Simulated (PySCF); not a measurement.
## Assignment exercise: C₃H₄O₄Si

Geometry:
```
atom   x (Å)   y (Å)   z (Å)
  O1   3.397   0.633  -0.365
  C2   2.388  -0.006  -0.241
 Si3   0.639   0.774  -0.202
  O4  -0.171   0.331   1.149
  C5  -1.393  -0.285   0.854
  C6  -1.457  -0.536  -0.650
  O7  -2.336  -1.092  -1.229
  O8  -0.374  -0.033  -1.245
  H9   2.454  -1.112  -0.135
 H10   0.553   2.191  -0.503
 H11  -2.225   0.364   1.142
 H12  -1.474  -1.229   1.399
```

PySCF 2.14 calculation with geometry from GFN2-xTB and shieldings: GIAO PBE0/pcSseg-1; relativity neglected, a single conformation, no solvent.

Referencing at the same level of theory: 13C (σref 186.93) and 1H (σref 31.72) vs TMS.

(1) Assign these signals to the numbered atoms. 13C{1H} NMR (computed): δ 235.9 (CH), 174.3 (C), 65.6 (CH2).

(2) Assign these signals to the numbered atoms. 1H NMR (600 MHz, computed): δ 11.67 (d, 1H), 4.65 (m, 1H), 4.64 (m, 1H), 4.48 (m, 1H).

Answers

(1) 
235.9 → C2, carbonyl carbon
174.3 → C6, carbonyl carbon
65.6 → C5, sp3 CH2 bonded to O, α to a carbonyl: deshielded by the electronegative neighbour

(2) 
| δ (ppm) | atoms | environment | reason |
| --- | --- | --- | --- |
| 11.67 | H9 | hydrogen on a carbonyl carbon | – |
| 4.65 | H10 | hydrogen on a silicon bonded to C, 2 O, in a 5-membered ring | – |
| 4.64 | H12 | hydrogen on an sp3 CH2 bonded to O, α to a carbonyl | its carbon carries O, hence the downfield position |
| 4.48 | H11 | hydrogen on an sp3 CH2 bonded to O, α to a carbonyl | – |

H10 and H12 lie closer than the usual error of such a calculation, so a measured spectrum could show them in the other order.

Shifts are as computed. Against solution values, carbons near 30 ppm lie about +3 ppm off and those near 130 ppm about +5 ppm. Of 1309 compounds with measured shifts, 239 miss one by over three times the rms of a fit or turn the order of signals round; such compounds aren't used in these exercises. Multiplicities follow the n + 1 count of equivalent neighbours, as no J values were calculated; m marks all less simple cases, F and P coupling included.
